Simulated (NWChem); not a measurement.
System meant: CH₅AuO₂; SMILES [Au](<-[OH2])[O]C

The following NWChem deck was run.

```
start job
memory heap 200 mb stack 900 mb global 1100 mb
geometry units angstroms noautoz
  Au     0.082940    -0.152239     0.000000
  O      0.537623     1.738660     0.000000
  C     -0.499798     2.662293     0.000000
  H     -1.157860     2.606440     0.892306
  H     -0.051372     3.675139     0.000000
  H     -1.157860     2.606440    -0.892306
  O     -0.290884    -2.268000     0.000000
  H      0.096673    -2.700140     0.772743
  H      0.096673    -2.700140    -0.772743
end
basis spherical
  Au library def2-svp
  O library def2-svp
  C library def2-svp
  H library def2-svp
end
dft
  xc pbe0
  iterations 150
  mulliken
end
task dft energy
```

End of the output:

```
          Convergence Information
          -----------------------
          Convergence aids based upon iterative change in
          total energy or number of iterations.
          Levelshifting, if invoked, occurs when the
          HOMO/LUMO gap drops below (HL_TOL):  1.00D-02
          DIIS, if invoked, will attempt to extrapolate
          using up to (NFOCK): 10 stored Fock matrices.

                    Damping( 0%)  Levelshifting(0.5)       DIIS
                  --------------- ------------------- ---------------
          dE  on:    start            ASAP                start
          dE off:    2 iters        150 iters           150 iters

      Screening Tolerance Information
      -------------------------------
          Density screening/tol_rho:  1.00D-10
          AO Gaussian exp screening on grid/accAOfunc:  14
          CD Gaussian exp screening on grid/accCDfunc:  20
          XC Gaussian exp screening on grid/accXCfunc:  20
          Schwarz screening/accCoul:  1.00D-08

      Superposition of Atomic Density Guess
      -------------------------------------

      charge =      79.0 Au (Gold)

      symmetry species            s     p     d     f
      number of basis functions = 7     6     5     1
      number of cont. functions = 6     3     2     1
      number of closed shells   = 6     4     2     1
      number of open shells     = 0     0     1     0
      open shell occupation     = 0     0     9     0
 ------------------------------------------------------------------------
 atomscf:atomd: error in atom scf                   0
 ------------------------------------------------------------------------
 ------------------------------------------------------------------------
  current input line :
    25: task dft energy
 ------------------------------------------------------------------------
 ------------------------------------------------------------------------
 This error has not yet been assigned to a category
 ------------------------------------------------------------------------
 For more information see the NWChem manual at https://nwchemgit.github.io

0:atomscf:atomd: error in atom scf:Received an Error in Communication
```

**Question.** What is wrong, and how is it mended?

**Answer.** The run crashed. Cause: the def2 basis of a heavy element holds valence functions alone and wants its effective core potential (without it all electrons must fit into that basis). This input runs:
```
start job
memory heap 200 mb stack 900 mb global 1100 mb
geometry units angstroms noautoz
  Au     0.082940    -0.152239     0.000000
  O      0.537623     1.738660     0.000000
  C     -0.499798     2.662293     0.000000
  H     -1.157860     2.606440     0.892306
  H     -0.051372     3.675139     0.000000
  H     -1.157860     2.606440    -0.892306
  O     -0.290884    -2.268000     0.000000
  H      0.096673    -2.700140     0.772743
  H      0.096673    -2.700140    -0.772743
end
basis spherical
  * library def2-svp
end
ecp
  Au library def2-ecp
end
dft
  xc pbe0
  iterations 150
  mulliken
end
task dft energy
```
It converges to -326.90912 Ha (PBE0/def2-SVP with def2 effective core potentials on Au).
